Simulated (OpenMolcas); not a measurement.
## Ta4+ in Cs2NaYBr6

Ta4+ with its 6 nearest bromide ions at 2.651 Å, on the Y site of Cs2NaYBr6 (a = 11.3047 Å, distance in the model lattice 2.765 Å). The rest of the host is ab initio model potentials to 7.6 Å, with orthogonalisation functions on the cations behind the ligands, and point charges beyond; the distance is set by hand and nothing relaxes, and no local charge compensation is placed. Ligand basis ANO-RCC-VDZP.
```
Ta    0.0000    0.0000    0.0000
Br    2.6510    0.0000    0.0000
Br    0.0000    2.6510    0.0000
Br   -2.6510    0.0000    0.0000
Br    0.0000   -2.6510    0.0000
Br    0.0000    0.0000    2.6510
Br    0.0000    0.0000   -2.6510
```

| Quantity | Value |
| --- | --- |
| Program | OpenMolcas 26.06 |
| Method | CASSCF |
| Basis | ANO-RCC-VTZP [8s7p5d3f2g1h] |
| Scalar Hamiltonian | DKH2, point nucleus |
| Active space | 1 electron in 5 orbitals (5d) |
| State averaging | 2S+1 = 2 even, 5 roots |
| Spin-orbit coupling | RASSI with atomic mean-field integrals over the reference wave functions |

The lowest spin-free states (labels of O, the rotations of Oh), above the lowest:

| State | Degeneracy | E (cm-1) |
| --- | --- | --- |
| 2T2 | 3 | 0.0 |
| 2E | 2 | 20924 |

The lowest levels with spin-orbit coupling:

```csv
E (cm-1),Degeneracy,Label,2S+1,g
0.0,4,Γ8,2,
3513,2,,2,1.89 1.89 1.89
22503,4,Γ8,2,
```

Powder χT (cm3 K/mol): 0.00667 at 2 K, 0.00774 at 10 K, 0.0131 at 50 K, 0.0198 at 100 K, 0.0331 at 200 K, 0.0465 at 300 K. The effective moment at 300 K is 2.828 √(χT) = 0.61 μB.

The lowest level has 2S+1 = 2, for which the spin-only value is χT = S(S+1) / 2 = 0.375 cm3 K/mol (g = 2). The computed 0.046 at 300 K differs by -0.329, through orbital momentum, spin-orbit coupling and any other state in reach. With a threefold ground state the orbital momentum is unquenched, so the spin-only value is not expected to hold.

Metal share of the active 5d orbitals (Löwdin): 73, 73, 88, 88, 88 %; Mulliken charge of the metal 0.83.

The gap between the two states is 10Dq = 20924 cm-1.

An orbital triplet at a regular site is open to Jahn-Teller coupling, which can distort the site and quench the lowest spin-orbit gaps and is left out. The least metal-like active orbital is 73 % on the metal (Löwdin) and no ligand orbital is active, so the numbers are rough. With metal d orbitals alone the field can be off either way by tens of per cent. Ligand-to-metal charge-transfer states are missing. No measured value stands beside these numbers; the geometry was set by hand and not optimised.
